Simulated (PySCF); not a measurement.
**Bi⁷¹⁺: ionisation energy**

Bi⁷¹⁺ [Ne] 3s2 (1S) → Bi⁷²⁺ [Ne] 3s1 (2S), as a difference of total energies. All numbers are calculated (PySCF 2.14, scalar relativity by spin-free X2C-1e, in an uncontracted even-tempered set (17 s from 23 bohr⁻², ratio 2.5; 12 p from 30 bohr⁻², ratio 2.5; 4 d from 110 bohr⁻², ratio 2.7; 4 f from 160 bohr⁻², ratio 2.7)). Correlated levels: outer shells: 1s2 frozen; virtual orbitals above 40 to 60 times the deepest correlated orbital energy dropped. The calculations carry no spin-orbit coupling.

| method | ionisation energy (eV) |
| --- | --- |
| UHF | 9279.5 |
| LDA | 9284.9 |
| PBE | 9290.8 |
| PBE0 | 9288.2 |
| r2SCAN | 9278.8 |
| B3LYP | 9288.1 |
| TPSS | 9286.9 |
| MP2 (outer shells) | 9282.7 |
| SCS-MP2 (outer shells) | 9283.1 |

How much does correlation contribute at MP2 (outer shells)?

9282.7 − (9279.5) = 3.2 eV, measured against UHF.

Breit and QED terms and the two-electron picture change are absent.

For comparison: 9270 ± 60 eV (theoretical estimate listed by NIST; NIST Atomic Spectra Database, ionization energies).
